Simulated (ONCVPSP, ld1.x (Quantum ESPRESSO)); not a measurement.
# Potentials for Cr (Z = 24) compared

Generated with ld1.x 7.5 (TM, RRKJ, ultrasoft, PAW), atompaw 4.2 or ONCVPSP 4.0.1. The cutoff is in Ry: for ld1.x and atompaw files where the sum of valence levels is converged to 10 mRy in a Bessel basis, for ONCV files where the hardest occupied wave has 1 mHa per electron of residual kinetic energy. The error is the largest all-electron minus pseudo excitation energy over each file’s own four to seven test configurations (ionisations up to +4, promotions, holes and added fractions of an electron), all of which were solved. The labels leave out finer settings (local radius, basis sizes, second energies), which also bear on the numbers. Spin-polarised tests are not counted. The rows are a selection from randomly drawn settings: files with unsolved tests, undetermined cutoffs or missed reference levels are left out.

A true bound ghost makes a file unfit for plane-wave use even where its test errors are small: the radial tests pick states by their node count and pass the ghost by.

| potential | cutoff (Ry) | largest error (meV) | bound ghosts |
| --- | --- | --- | --- |
| ONCV, PBE, scalar-relativistic, rc 1.50/1.25/1.70 (spd), local smoothed, core correction yes, reference 3s2 3p6 3d4, qcut 10.3/9.6/9.4, projectors 2/1/1 | 71 | +45 | none |
| ONCV, LDA (Perdew-Wang 92), scalar-relativistic, rc 1.95/1.15/2.25 (spd), local smoothed, core correction yes, reference 3p6 3d5, qcut 3.7/13.9/6.7, projectors 1/2/2 | 88 | +634 | s |
| ONCV, PBE, scalar-relativistic, rc 2.65/1.15/1.75 (spd), local smoothed, core correction no, reference 3p6 3d5 4s0.75, qcut 2.5/12.4/10.6, projectors 3/2/2 | 77 | +23 | s |
| ONCV, PBE, scalar-relativistic, rc 1.00/1.50/1.85 (spd), local smoothed, core correction yes, reference 3s2 3p6 3d5 4p1, qcut 5.7/11.4/10, projectors 1/2/2 | 237 | +302 | none |
| ONCV, PBEsol, scalar-relativistic, rc 1.50/1.10/1.85 (spd), local smoothed, core correction yes, reference 3s2 3p6 3d4, qcut 9/11.7/6.6, projectors 3/2/2 | 53 | +230 | none |
| RRKJ, PBE, scalar-relativistic, rc 1.95/1.95/1.80/2.15 (spdf), local s, core correction yes, reference 3d4 4s0 4p0 | 50 | -348 | p |
| ONCV, PBEsol, scalar-relativistic, rc 1.75/1.05/2.00 (spd), local smoothed, core correction no, reference 3s2 3p6 3d5 4s0.5, qcut 9/7.8/6.3, projectors 2/2/3 | 50 | +585 | d |

**Question.** Fill in the row for Cr: ONCV, PBE, fully relativistic, rc 1.60/1.10/1.15 (spd), local smoothed, core correction yes, reference 3s2 3p6 3d5 4s0.75, qcut 8/10.9/14.1, projectors 3/2/3.

**Answer.** cutoff 135 Ry, largest error +0.6 meV, bound ghosts: none.
